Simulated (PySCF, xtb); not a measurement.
In(Et)2 (C4H10In), SMILES C[CH2][In+][CH2]C, charge +1.

GFN2-xTB in xtb at its own geometry gives an orbital gap of 1.68 eV.

Geometry optimised at PBE0-D3(BJ)/def2-SVP. The spin state was assumed, not searched. The isomer is the one that the SMILES or the coordinates give; other isomers of the formula were not compared. The def2 effective core potentials stand for the cores of In; spin–orbit coupling is left out. One conformer was computed; it need not be the lowest.

### Question
What does CAM-B3LYP/def2-TZVP run with PySCF give? (Estimate from the structure and the level; the computed values follow.)

### Answer
gap 7.75 eV (levels -13.24 and -5.50 eV).
